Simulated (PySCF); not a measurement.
# H2S2: core ionisation energies

Compound: H₂S₂.
Z-matrix (Å and degrees, PBE0-D3(BJ)/def2-SVP geometry), rows numbered from 1:
```
S 
S   1  2.0731
H   1  1.3557  2   98.27
H   2  1.3557  1   98.25  3   -91.03
```

Method used: PySCF, delta-SCF UKS SCAN, pcX-2 on the ionised atom, pcseg-1 elsewhere, spin-free X2C. Vertical ΔSCF values, vacuum level as zero.

Question: Give the core binding energies atom by atom.

Answer: 
```json
{"atom(s)": "S1/S2", "bonded to": "S and H", "level": "S 1s", "binding energy (eV)": "2478.31", "count": "2"}
```

Question: Express the binding energy of S 1s of S1/S2 in atomic units and per mole.

Answer: 2478.31 eV = 91.0762 Eh = 239121 kJ/mol.

Atoms equivalent by their bonding share one computed value, that of the first of them. Not every level is listed. Isolated species at its PBE0-D3(BJ)/def2-SVP geometry, gas phase.

On one thread, Arm Neoverse V1, shared host, this took 2.4 s of wall time.

---

# Core-level binding energies of iron tetrafluoride

Compound: iron tetrafluoride, FeF₄ (singlet state).
Bonds: F1–Fe2, Fe2–F3, Fe2–F4, Fe2–F5.

Method: PySCF, delta-SCF UKS SCAN, pcX-2 on the ionised atom, pcseg-1 elsewhere, spin-free X2C. Vertical ΔSCF values, vacuum level as zero.

Task: List the computed XPS lines with their assignment.

Result: 
```csv
atom(s),environment,level,binding energy (eV),count
F1/F3/F4/F5,fluorine bonded to Fe,F 1s,692.96,4
```

Task: Which photon wavelength matches the F 1s of F1/F3/F4/F5 threshold?

Result: λ = hc/E = 12398.42 eV Å / 692.96 eV = 17.892 Å.

The first atom of each set that the bonding makes equivalent was ionised and stands for the set. No level of iron is listed. Isolated species at its PBE0-D3(BJ)/def2-SVP geometry, gas phase.
